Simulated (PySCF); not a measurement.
Several molecules and their computed UV-vis stick spectra, shuffled. Level of theory: PySCF, TDDFT CAM-B3LYP/def2-SVPD, vertical, gas phase, core orbitals frozen in the response. Geometries: GFN2-xTB; one conformer of each isolated species. Triplets are in the Tamm–Dancoff approximation. Ions are computed without counter-ions or solvent.

A. `C[PH+]1CCSCC1`
B. `C[SiH2]S[Si@@H](C)F`
C. `O=Nc1ccccc1`

Lowest singlet levels (six at most, fewer where fewer were computed) with oscillator strengths:

1. 196 nm (f 0.011); 188 nm (f 0.008); 181 nm (f 0.027); 169 nm (f 0.036); 161 nm (f 0.004); 161 nm (f 0.033); T1 6.00 eV
2. 885 nm (f 0.000); 277 nm (f 0.028); 259 nm (f 0.301); 227 nm (f 0.000); 211 nm (f 0.000); 201 nm (f 0.001); T1 0.56 eV
3. 219 nm (f 0.001); 200 nm (f 0.002); 196 nm (f 0.016); 185 nm (f 0.005); 180 nm (f 0.030); 175 nm (f 0.032); T1 5.16 eV

**Question.** Match each spectrum to its molecule.

**Answer.** 1 = B, 2 = C, 3 = A.
- A: S1 at 5.66 eV, HOMO→LUMO+4 (59%), HOMO→LUMO+2 (26%); Löwdin shares by element: HOMO sulfur 71%, carbon 16% or more; LUMO hydrogen 26% or more, phosphorus 24%, carbon 14% or more (atoms not listed hold the other 36%); HOMO -11.88 and LUMO -3.02 eV; point group Cs.
- B: S1 at 6.33 eV, HOMO→LUMO (60%), HOMO→LUMO+1 (22%); Löwdin shares by element: HOMO sulfur 71%, silicon 18%; LUMO silicon 26% or more, sulfur 26%, hydrogen 8% or more, carbon 8% or more (atoms not listed hold the other 31%); HOMO -8.66 and LUMO 0.97 eV.
- C: S1 at 1.40 eV, HOMO→LUMO (94%); Löwdin shares by element: HOMO oxygen 49%, nitrogen 38%, carbon 9% or more; LUMO nitrogen 29%, oxygen 28%, carbon 18% or more (atoms not listed hold the other 24%); HOMO -8.11 and LUMO -1.91 eV; point group Cs, 3 of its 6 listed states under f = 0.0005.
